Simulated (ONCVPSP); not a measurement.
**What one change does to a pseudopotential (N, ONCV)**

nitrogen (N), optimised norm-conserving Vanderbilt (ONCV), made with ONCVPSP 4.0.1 (LDA (Perdew-Wang 92), scalar-relativistic). Core [He], reference 2s2 2p3. Waves: 2s: rc 1.10 bohr, ncon 4, nbas 8, qcut 5 1/bohr, local; 2p: rc 1.85 bohr, ncon 4, nbas 8, qcut 7.1 1/bohr, 2 projectors, debl 3.3 Ha; d scattering state at 0.05 Ha: rc 2.00 bohr, ncon 4, nbas 7, qcut 4.1 1/bohr, 1 projector. Local part: the s channel. Core correction: Teter function fitted to the true core (icmod 2), fcfact 0.45.

All-electron outer shells of the reference configuration (LDA (PZ), scalar-relativistic, ld1.x):

| shell | level (eV) | outermost node (bohr) | outermost maximum (bohr) |
| --- | --- | --- | --- |
| 1s | -381.53 | – | 0.15 |
| 2s | -18.42 | 0.32 | 1.02 |
| 2p | -7.24 | – | 0.97 |

Change: p: rc 2.66.

Cutoffs: the cutoffs (Ha) at which the residual kinetic energy of the hardest occupied pseudo-wave falls to 1 and 0.1 mHa per electron; they do not see the model core or the augmentation charge, which bear on the density cutoff. Errors are all-electron minus pseudo energies relative to the spin-unpolarised reference configuration.

**Question.** What does the change do?

**Answer.** The potential gets neither clearly harder nor softer (100 Ha and 142 Ha → 100 Ha and 142 Ha); the s channel sets the loose cutoff, while the largest relative change is in p, which becomes softer; of the 4 tests that both files solve, the error grows in 4 and shrinks in 0 by more than 15 % and 0.3 meV (median size 223.3 → 548.4 meV); neither file shows a bound ghost. More of the atom is replaced by a form fitted at one configuration, so other configurations suffer.

| quantity | base | changed |
| --- | --- | --- |
| cutoff, loose | 100 Ha | 100 Ha |
| cutoff, tight | 142 Ha | 142 Ha |
| loose cutoff by channel | s 100 Ha, p 18 Ha | s 100 Ha, p 13 Ha |
| bound ghosts | none | none |
| GHOST(+) flags under 300 eV | none | none |
| error for 2s2 2p2, meV [ΔE 13.73 eV] | +49 | +131 |
| error for 2s2 2p1, meV [ΔE 42.70 eV] | +397 | +966 |
| error for 2s2 2p0, meV [ΔE 89.87 eV] | +1513 | +3374 |
| error for 2s2 2p2.5, meV [ΔE 5.17 eV] | +7.7 | +22 |
| s: phases at 1.12 bohr within 0.05 rad from the reference energy up to (Ha; the scan ends near 5) | 3.2 | 3.2 |
| d: phases at 2.03 bohr within 0.05 rad from the reference energy up to (Ha; the scan ends near 5) | 3.5 | 3.5 |
| rms error of d²Exc/dni dnj with the model core, mHa | 1.31 | 0.79 |
